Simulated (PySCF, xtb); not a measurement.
C3H9BO2, SMILES C(B(C)OC)O.

The structure is a stationary point at B3LYP-D3(BJ)/def2-SVP. This is a generated structure with no PubChem entry under its InChIKey; it may be hypothetical. Other conformers were not sampled.

Computed with IEF-PCM-M06-2X/def2-SVP (PySCF).

The values are the electrostatic part of the solvation free energy, E(continuum) − E(gas) at the gas-phase geometry, in a cavity of scaled van der Waals radii (PySCF's table); cavitation and dispersion terms are not included. In vacuum the orbital gap is 10.64 eV. The dipole moment in vacuum is 1.10 D.

```json
[
 {"solvent": "water", "ε": "78.36", "ΔG(elec) (kcal/mol)": "-5.6", "dipole (D)": "1.38", "gap (eV)": "10.74"},
 {"solvent": "ethanol", "ε": "24.85", "ΔG(elec) (kcal/mol)": "-5.4", "dipole (D)": "1.37", "gap (eV)": "10.74"},
 {"solvent": "dichloromethane", "ε": "8.93", "ΔG(elec) (kcal/mol)": "-4.7", "dipole (D)": "1.34", "gap (eV)": "10.73"}
]
```

For comparison, GFN2-xTB/ALPB(water) (xtb, at the GFN2-xTB geometry, all terms of that model) gives -5.2 kcal/mol.
